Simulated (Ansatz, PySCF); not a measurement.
The pair A = BFH2O2 (SMILES OB(O)F) (first 6 atoms), B = HF (SMILES F); geometry from B3LYP-D3(BJ)/def2-TZVP.
(charge 0, multiplicity 1):
```tsv
atom	x (Å)	y (Å)	z (Å)
O	1.1091	0.8348	0.2336
B	0.0276	0.0340	0.1597
O	-0.4567	-0.5168	1.3137
F	-0.5826	-0.2359	-1.0041
H	1.3992	1.1900	-0.6120
H	-1.2297	-1.0779	1.1930
F	0.2876	-0.3480	3.8796
H	0.0913	-0.3569	2.9618
```

Frozen-core correlation. CBS: X⁻³ extrapolation of the correlation energy, Hartree–Fock from the larger set. MP2 and its Hartree–Fock in aug-cc-pVTZ are density fitted.

Run with Ansatz (Gaussian basis) for Hartree–Fock, density functionals and correlated methods; PySCF for the dispersion terms. Values without a source in brackets are computed.

The monomers are drawn apart, rigid, along the line of their centres of mass. Counterpoise-corrected interaction energies (kcal/mol):

```csv
level,R = 4.434 Å,R = 5.132 Å
PBE/def2-TZVPPD,-4.3014,-2.0524
PBE-D3(BJ)/def2-TZVPPD,-4.6188,-2.2132
wB97M-V/def2-TZVPPD,-4.4320,-2.1471
"MP2/CBS(aug-cc-pVDZ, aug-cc-pVTZ) + ΔCCSD(T)/aug-cc-pVDZ",-4.3985,-2.1440
```

Task: R is the distance of the centres of mass. Find the local exponent m of E ∝ R⁻ᵐ between the two points.

Result: 
m = ln(E₁/E₂)/ln(R₂/R₁): PBE/def2-TZVPPD 5.1; PBE-D3(BJ)/def2-TZVPPD 5.0; wB97M-V/def2-TZVPPD 5.0; MP2/CBS(aug-cc-pVDZ, aug-cc-pVTZ) + ΔCCSD(T)/aug-cc-pVDZ 4.9. For scale, two fixed dipoles give m = 3, dipole and quadrupole 4, quadrupoles 5, and dispersion or dipole-induced dipole 6 at long range; at these distances several terms mix, and what is left of overlap and damping shifts m, so it need not match one of them.

Ansatz is a quantum-chemistry and plane-wave program.
